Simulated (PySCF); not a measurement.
Radial density of Zr⁺ (zirconium, charge +1)

UHF, [Kr] 4d2 5s1, high-spin 4F determinant. All numbers are calculated (PySCF 2.14, a scalar-relativistic core potential, in aug-cc-pVTZ-PP with ECP28MDF (6s6p5d3f2g, 88 functions)). This is the valence pseudo-density: the core potential removes the inner electrons and smooths the orbitals near the nucleus.

```tsv
r (bohr)	4πr²ρ (e/bohr)	4πr²(ρα − ρβ)
0.0387	1.637e-05	0.0000
0.0651	4.374e-05	0.0000
0.110	0.0001643	0.0000
0.184	0.001323	0.0001
0.310	0.02182	0.0025
0.521	0.6208	0.0447
0.877	6.232	0.4133
1.47	6.852	1.0207
2.48	1.515	0.9668
4.17	0.3323	0.3291
7.02	0.01511	0.0151
```

Energies and moments cover only the electrons outside the core potential.
